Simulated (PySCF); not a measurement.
Problem. What does the PBE0-D3(BJ)/def2-SVP structure of `FC(F)=C(F)C1=C[O][AlH2-][O+]=C1` look like in three dimensions?

Solution. 
```
atom  x, y, z in Å
F1    -3.8469    0.7491    0.9270
C2    -2.6350    0.7814    0.4439
F3    -2.4163    1.8580   -0.2761
C4    -1.7065   -0.1546    0.6665
F5    -2.0739   -1.2319    1.3738
C6    -0.3259   -0.1539    0.1813
C7     0.2736   -1.3876   -0.1392
O8     1.4554   -1.5509   -0.5484
Al9    2.7435   -0.2442   -0.9219
O10    1.6047    1.1254   -0.3397
C11    0.4222    1.0349    0.0883
H12   -0.3283   -2.3023   -0.0066
H13    3.9409   -0.3856    0.1056
H14    2.9234   -0.1341   -2.4929
H15   -0.0497    1.9774    0.4120
```

Orientation and origin are arbitrary. Atoms count from 1 in this order. Al9 (aluminium bonded to 2 O and 2 H) has angles from 91.7° to 124.3°. The C–C distances run from 1.337 Å (C2=C4, drawn double) to 1.463 Å (C4–C6, drawn single), a spread of 0.126 Å. The 6-membered ring C6–C7–O8–Al9–O10–C11 has internal angles of 91.7° to 128.5°; it is almost planar, 0.02 Å rms from its mean plane, widest ring torsion 4°. Of the pairs four or more bonds apart, F3···H15 is among the closest relative to their van der Waals radii: 2.47 Å, 92 % of the sum of Bondi's values.

Bonds between heavy atoms (Å): F1–C2 1.305, C2–F3 1.313, C2=C4 1.337, C4–F5 1.340, C4–C6 1.463, C6=C7 1.409, C7–O8 1.261, O8–Al9 1.872, Al9–O10 1.874, O10=C11 1.261, C6–C11 1.408.

Computed with PySCF 2.14.0, PBE0-D3(BJ)/def2-SVP geometry optimisation, gas phase.

Point group: C1 (no symmetry element, even within 0.4 Å). No PBE0-D3(BJ)/def2-SVP frequencies stand behind this structure, so it isn't proved a minimum. The numbers are those of one conformer (C2–C4–C6–C7 -146°).
